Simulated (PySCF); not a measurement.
**Field gradients at the hydrogen positions**

Compound: C₆H₁₆N₂.
Atom-mapped SMILES: `[CH3:1][CH2:2][C@@:3]([CH3:4])([NH2:5])[CH2:6][CH2:7][NH2:8]` (hydrogens: H9, H10, H11 on C1; H12, H13 on C2; H14, H15, H16 on C4; H17, H18 on N5; H19, H20 on C6; H21, H22 on C7; H23, H24 on N8)

Geometry (GFN2-xTB, Å), atoms numbered from 1 in this order:
```xyz
24
C6H16N2 angstrom
C     -2.2699    0.8281    0.8747
C     -0.8612    0.2497    0.9733
C     -0.2267   -0.1752   -0.3645
C     -1.2043   -1.0327   -1.1898
N      0.1705    1.0333   -1.0865
C      1.0384   -1.0222   -0.1107
C      2.1019   -0.3882    0.8039
N      2.6885    0.8514    0.3336
H     -2.9835    0.0829    0.5336
H     -2.3030    1.6795    0.1984
H     -2.5873    1.1712    1.8570
H     -0.8857   -0.6180    1.6352
H     -0.2114    1.0012    1.4234
H     -2.0421   -0.4338   -1.5409
H     -1.5891   -1.8578   -0.5957
H     -0.6962   -1.4460   -2.0602
H     -0.6362    1.6262   -1.2484
H      0.5549    0.7867   -1.9932
H      1.5023   -1.2380   -1.0785
H      0.7328   -1.9741    0.3279
H      2.9133   -1.1127    0.9312
H      1.6755   -0.1972    1.7913
H      3.1652    0.6910   -0.5490
H      1.9417    1.5142    0.1414
```

Level: PBE0/pcSseg-1 (PySCF, non-relativistic); Q(2H) = 0.00286 b; rigid geometry, the same for H and D, with no vibrational averaging.

Task: Rank these positions by the coupling χzz of a deuteron there, largest first.
A. H24 (N–H hydrogen)
B. H23 (N–H hydrogen)
C. H12 (methylene hydrogen)
D. H16 (methyl hydrogen)
E. H21 (methylene hydrogen)

Result: B (269 kHz), A (249 kHz), D (210 kHz), C (205 kHz), E (199 kHz).

Task: What are Vzz, η and χzz (234.96 MHz × Q × Vzz) at all hydrogens?

Result: 
| atom | bonded to | bond length (Å) | Vzz (au) | η | χzz (kHz) |
| --- | --- | --- | --- | --- | --- |
| H9 | C1 | 1.087 | 0.3159 | 0.01 | 212 |
| H10 | C1 | 1.088 | 0.3172 | 0.02 | 213 |
| H11 | C1 | 1.088 | 0.3153 | 0.01 | 212 |
| H12 | C2 | 1.092 | 0.3048 | 0.03 | 205 |
| H13 | C2 | 1.091 | 0.3041 | 0.03 | 204 |
| H14 | C4 | 1.088 | 0.3149 | 0.01 | 212 |
| H15 | C4 | 1.087 | 0.3170 | 0.01 | 213 |
| H16 | C4 | 1.089 | 0.3130 | 0.01 | 210 |
| H17 | N5 | 1.014 | 0.4006 | 0.16 | 269 |
| H18 | N5 | 1.015 | 0.3973 | 0.16 | 267 |
| H19 | C6 | 1.095 | 0.3015 | 0.02 | 203 |
| H20 | C6 | 1.092 | 0.3055 | 0.02 | 205 |
| H21 | C7 | 1.095 | 0.2968 | 0.04 | 199 |
| H22 | C7 | 1.092 | 0.3007 | 0.03 | 202 |
| H23 | N8 | 1.016 | 0.3999 | 0.16 | 269 |
| H24 | N8 | 1.017 | 0.3708 | 0.20 | 249 |

Task: Average by the element that carries the hydrogen.

Result: on C: 208 kHz over 12 positions, mean bond length 1.090 Å; on N: 264 kHz over 4 positions, mean bond length 1.016 Å.

Task: How does χzz go with the bond length over the 12 C–H bonds?

Result: A straight-line fit has a slope of -16.3 kHz for each 0.01 Å, with a correlation coefficient of -0.96, over lengths from 1.087 to 1.095 Å. The longer bonds have the smaller couplings here.

Isolated species at its GFN2-xTB geometry (one conformer only). GFN2-xTB bond lengths can be off by several hundredths of an ångström, more for odd bonds, and the gradients follow them. These gradients aren't converged with respect to the basis.
